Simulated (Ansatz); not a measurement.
C$_{3}$H$_{7}$O, charge -1, singlet, geometry from GFN2-xTB (a gas-phase anion, which may not be bound at this level). Base run: SVWN5/6-31G (Ansatz, a program for electronic structure).

The Ansatz input:
Ansatz 0.2 input:
```yaml
crystal:
  periodic: [false, false, false]
  atoms:
    - {symbol: O, position_ang: [0.03611404, -0.77593725, 0.00088671]}
    - {symbol: C, position_ang: [0.02606095, 0.60066436, -0.00046830]}
    - {symbol: C, position_ang: [1.38198523, -1.38415851, 0.00690185]}
    - {symbol: C, position_ang: [-1.40696629, 1.14758787, -0.00677684]}
    - {symbol: H, position_ang: [0.56020300, 1.00696541, 0.89188748]}
    - {symbol: H, position_ang: [0.56739495, 1.00526473, -0.88925576]}
    - {symbol: H, position_ang: [1.92930273, -0.90586634, -0.88026457]}
    - {symbol: H, position_ang: [1.92212424, -0.90416885, 0.89754425]}
    - {symbol: H, position_ang: [-1.93120833, 0.78992516, -0.89091279]}
    - {symbol: H, position_ang: [-1.93833386, 0.79161013, 0.87377814]}
    - {symbol: H, position_ang: [-1.40487439, 2.23920543, -0.00781069]}
basis:
  gaussian:
    orbitals: 6-31G
hamiltonian:
  xc: {name: SVWN5}
total_charge: -1
```

Each row names what was changed in the base input (with any setting that the change needs).

```
change                                                            ΔE vs base (mEh)
----------------------------------------------------------------  ----------------
base                                                                         0.000
lower_state_search = light                                                   0.000
lower_state_search = full                                                    0.000
final_grid = 6, 12, 29                                                      -0.025
forces = on                                                                  0.000
accuracy = high                                                              0.010
point_charge = charge:-1.0 position_ang:-1.6917, 5.4296, -1.0661            71.499
fitting.mean_field = def2-universal-JKFIT                                   -0.065
lower_state_search = off                                                     0.000
point_charge = charge:1.0 position_ang:-3.8663, 2.3487, -3.331             -81.672
point_charge = charge:0.5 position_ang:-4.0281, -3.2244, -1.1335           -49.218
```

A gas-phase anion may not be bound at this level; its values then depend on the basis.
